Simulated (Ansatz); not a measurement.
Reaction (ligand exchange at the Al–Br bond): `C[O][Al]([F])[Br]` + `O[SiH3]` → `C[O][Al]([F])[O][SiH3]` + HBr

Gas-phase electronic energies from Ansatz, PBE0-D4/def2-TZVP geometries. CCSD(T)/CBS is the MP2 limit (def2-TZVPP, def2-QZVPP) plus CCSD(T) − MP2 in def2-TZVPP, frozen cores. Functionals use def2-TZVPP. For Br outer-core shells are correlated without core-valence functions, which leaves a few kJ/mol of doubt a bond. Scalar relativity is left out up to krypton. One conformer a species, not always the lowest.

`C[O][Al]([F])[Br]`:

Cartesian coordinates in Å:
```
C 0.509 0.992 -0.691
O 0.171 0.400 0.533
Al -0.537 -1.021 1.028
F -0.737 -1.296 2.627
Br -1.224 -2.567 -0.431
H 0.244 0.361 -1.547
H 1.585 1.183 -0.724
H -0.011 1.949 -0.794
```

`O[SiH3]`:

```xyz
6

O     0.983    0.323    0.756
Si   -0.238    0.039   -0.314
H     1.066   -0.266    1.507
H    -0.119   -1.306   -0.940
H    -0.121    1.089   -1.351
H    -1.572    0.122    0.341
```

`C[O][Al]([F])[O][SiH3]`:

Cartesian coordinates in Å:
```
C 1.354 -1.493 -1.427
O 1.146 -1.634 -0.050
Al 0.295 -0.776 1.100
F 0.327 -1.322 2.645
O -0.574 0.599 0.724
Si -1.488 1.940 0.633
H 0.997 -2.385 -1.950
H 2.424 -1.385 -1.632
H 0.836 -0.621 -1.844
H -0.790 3.078 1.286
H -1.734 2.279 -0.793
H -2.795 1.720 1.307
```

HBr:

Z-matrix (Å, degrees):
```
Br
H 1 1.420
```

```json
{"level": "PBE0", "ΔE (kJ/mol)": "10.3"}
{"level": "MP2/CBS(def2)", "ΔE (kJ/mol)": "7.5"}
```

Question: What does CCSD(T)/CBS give? (An estimate is asked.)

Answer: Computed: +3.7 kJ/mol. The listed levels differ from it by 6.6, 3.8 kJ/mol.

Largest T1 diagnostic among the species: 0.012.
